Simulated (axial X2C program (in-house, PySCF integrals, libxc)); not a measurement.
# Which molecule has these constants?

All values come from calculations with an axial X2C code built on PySCF integrals, spin-free (one-electron X2C) or two-component (2c: spin–orbit coupling with atomic mean-field Coulomb and Gaunt terms, which also bring small scalar terms), in Dyall basis sets with cores contracted in-house; open shells are unrestricted.

A two-component PBE0 calculation in a Dyall 3-zeta basis gave Re = 3.358 Å, ωe = 149.4 cm⁻¹, De = 0.61 eV, dipole magnitude 7.12 D, Ω = 2.

**Question.** Which molecule is it?
A. KAl
B. KP
C. KSi
D. KMg
E. KS

**Answer.** A. The others have KMg 3.922 Å and 80.3 cm⁻¹ (Ω = 1/2); KP 3.016 Å and 214.4 cm⁻¹ (Ω = 1); KSi 3.030 Å and 204.9 cm⁻¹ (Ω = 3/2); KS 2.812 Å and 253.4 cm⁻¹ (Ω = 3/2).

Each entry is the lowest single determinant of a limited PBE0 search at one distance. De goes to single-determinant-based atoms at the same level (for ions the charge split of lowest energy) and is withheld (n/a) where an atom does not fit its ground term or J level. Main or longest-lived isotopes. One determinant is a doubtful description, or other states lie close, for KAl, KP, KSi, KS; these need not be ground states, and all values refer to the states named. Some open-shell Ω = 0 determinants are out of reach, so the Ω given for KAl, KP need not be the lowest component. With several unpaired electrons the Ω given is that of one determinant, not necessarily of the lowest component. Some light 2c atoms are not at their ground J level, so De misses part of their lowering (0.04 eV or less). The functionals have no current term, which raises determinants with orbital currents. Where the atoms have a lower orbital projection than the molecule, De at mean-field level may be about a tenth of an eV too small.
